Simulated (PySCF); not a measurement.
**Two-component Hartree-Fock for Kr⁴⁺ (krypton, charge +4)**

Start: [Ar] 3d10 4s2 4p2; 4p1/2 filled at m_j = -1/2, +1/2. Calculated with PySCF 2.14 in x2c-TZVPPall-2c: generalised Hartree-Fock with the X2C-1e Hamiltonian and a Gaussian nucleus; one run each with spin-orbit coupling (SO) switched off, then screened by Boettger's factors.

```json
{"spinor shell": "1s1/2", "electrons": "2", "ε, spin-free (eV)": "-14463.0", "ε, screened SO (eV)": "-14462.4", "weight of nominal j (screened SO)": "1.000", "rms radius, screened SO (bohr)": "0.0478"}
{"spinor shell": "2s1/2", "electrons": "2", "ε, spin-free (eV)": "-2018.0", "ε, screened SO (eV)": "-2017.7", "weight of nominal j (screened SO)": "1.000", "rms radius, screened SO (bohr)": "0.198"}
{"spinor shell": "2p1/2", "electrons": "2", "ε, spin-free (eV)": "-1785.4", "ε, screened SO (eV)": "-1822.4", "weight of nominal j (screened SO)": "1.000", "rms radius, screened SO (bohr)": "0.174"}
{"spinor shell": "2p3/2", "electrons": "4", "ε, spin-free (eV)": "-1785.4", "ε, screened SO (eV)": "-1767.6", "weight of nominal j (screened SO)": "1.000", "rms radius, screened SO (bohr)": "0.178"}
{"spinor shell": "3s1/2", "electrons": "2", "ε, spin-free (eV)": "-361.78", "ε, screened SO (eV)": "-361.65", "weight of nominal j (screened SO)": "1.000", "rms radius, screened SO (bohr)": "0.564"}
{"spinor shell": "3p1/2", "electrons": "2", "ε, spin-free (eV)": "-285.06", "ε, screened SO (eV)": "-290.99", "weight of nominal j (screened SO)": "0.995", "rms radius, screened SO (bohr)": "0.574"}
{"spinor shell": "3p3/2", "electrons": "4", "ε, spin-free (eV)": "-285.06", "ε, screened SO (eV)": "-282.07", "weight of nominal j (screened SO)": "0.997", "rms radius, screened SO (bohr)": "0.584"}
{"spinor shell": "3d3/2", "electrons": "4", "ε, spin-free (eV)": "-158.33", "ε, screened SO (eV)": "-159.14", "weight of nominal j (screened SO)": "0.972", "rms radius, screened SO (bohr)": "0.606"}
{"spinor shell": "3d5/2", "electrons": "6", "ε, spin-free (eV)": "-158.33", "ε, screened SO (eV)": "-157.60", "weight of nominal j (screened SO)": "0.982", "rms radius, screened SO (bohr)": "0.607"}
{"spinor shell": "4s1/2", "electrons": "2", "ε, spin-free (eV)": "-79.209", "ε, screened SO (eV)": "-79.164", "weight of nominal j (screened SO)": "0.999", "rms radius, screened SO (bohr)": "1.54"}
{"spinor shell": "4p1/2", "electrons": "2", "ε, spin-free (eV)": "-63.822", "ε, screened SO (eV)": "-63.966", "weight of nominal j (screened SO)": "0.645", "rms radius, screened SO (bohr)": "1.71"}
```

```tsv
quantity	spin-free	screened SO
E (hartree)	-2783.63258	-2783.81662
M_J	0	0
⟨J²⟩	2.006	1.328
⟨L²⟩	2.004	1.973
⟨S²⟩	2.002	1.937
```

The determinant has a definite M_J but mixes levels of different J.

Each row is a mean over spinors that exchange with the open shell spreads, by up to 6.874 eV (4s1/2).

Rows whose weight is well below 1 are mixtures of j = l ± 1/2: exchange outweighs spin-orbit coupling there, and the label is only the starting occupation.

Without spin-orbit coupling the j labels of p, d and f shells carry no meaning; the spin-free column gives the mean over the occupied spinors of each nl shell.
